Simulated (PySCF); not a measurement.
## Calculated properties of `FC(=C(F)F)c1csnc1`

Compound: C5H2F3NS.
Numbering: `[F:1][C:2]([F:3])=[C:4]([F:5])[c:6]1[cH:7][n:8][s:9][cH:10]1` (hydrogens: H11 on C7; H12 on C10)

Geometry (GFN2-xTB, Å), atoms numbered from 1 in this order:
```
atom  x, y, z in Å
F1     3.303   -0.149    0.497
C2     2.035   -0.422    0.234
F3     1.905   -1.661   -0.220
C4     1.020    0.431    0.403
F5     1.326    1.658    0.875
C6    -0.383    0.199    0.139
C7    -0.979   -0.992   -0.360
N8    -2.269   -0.951   -0.513
S9    -2.880    0.497   -0.082
C10   -1.365    1.144    0.344
H11   -0.458   -1.898   -0.612
H12   -1.253    2.144    0.711
```

Among its groups: C=C double bond, pyridine-type ring nitrogen, aromatic ring with sulfur and C–F bond.

GFN2-xTB geometry:

```yaml
Point_group_of_the_GFN2-xTB_geometry: Cs
Rotational_constants_A_B_C_of_the_GFN2-xTB_geometry: 2.786, 0.666, 0.537 GHz
```

PBE0/def2-SVPD ground state and vertical TDDFT (core frozen in the response) (PySCF):

```yaml
Dipole_moment: 1.02 D
HOMO_energy: -7.12 eV
LUMO_energy: -1.58 eV
HOMO–LUMO_gap: 5.54 eV
Lowest_singlet_excitation: 4.96 eV (250 nm, f = 0.201)
Strongest_line_among_the_6_lowest_singlet_transitions: S4 at 5.85 eV (212 nm, f = 0.251)
Lowest_triplet_excitation_Tamm–Dancoff: 3.33 eV
Static_isotropic_polarisability: 86.8 au
Electronic_spatial_extent_⟨r²⟩_about_the_centre_of_nuclear_charge: 1799 bohr²
```

**PBE0/pcSseg-1 ground state and GIAO shieldings, non-relativistic (PySCF)**

```yaml
Lowest_Hirshfeld_atomic_charge: -0.19 e on N8
Highest_Hirshfeld_atomic_charge: +0.19 e on S9
13C_chemical_shifts_computed_TMS_as_zero_by_class: 169.2 (C2), 155.9 (C7), 152.4 (C10), 136.5 (C4), 131.6 (C6) ppm
1H_chemical_shifts_computed_TMS_as_zero_by_class: 8.67 (H11), 8.53 (H12) ppm
Isotropic_shieldings_of_nuclei_other_than_C_and_H_by_class: -83 (N8), 273 (F1), 287 (F3), 365 (F5), 111 (S9) ppm
Mayer_bond_orders_between_heavy_atoms: F1–C2 1.00, C2–F3 1.00, C2–C4 1.71, C4–F5 0.94, C4–C6 0.97, C6–C7 1.22, C7–N8 1.60, N8–S9 1.19, S9–C10 1.20, C10–C6 1.50
```

Monoisotopic mass from the formula: 164.9860 u.

In wavenumbers S1 is 40000 cm⁻¹ (1 eV = 8065.54 cm⁻¹). The largest Löwdin shares of the LUMO are 0.27 on C10, 0.22 on S9, 0.12 on C6 and 0.12 on N8. The vertical singlet–triplet gap S1 − T1 is 1.63 eV (TDDFT singlet less Tamm–Dancoff triplet; S1: HOMO→LUMO, weight 0.85; T1: HOMO→LUMO, weight 0.80).

One conformer (not necessarily the lowest) at the GFN2-xTB geometry, without solvent, vibrations or thermal averaging.
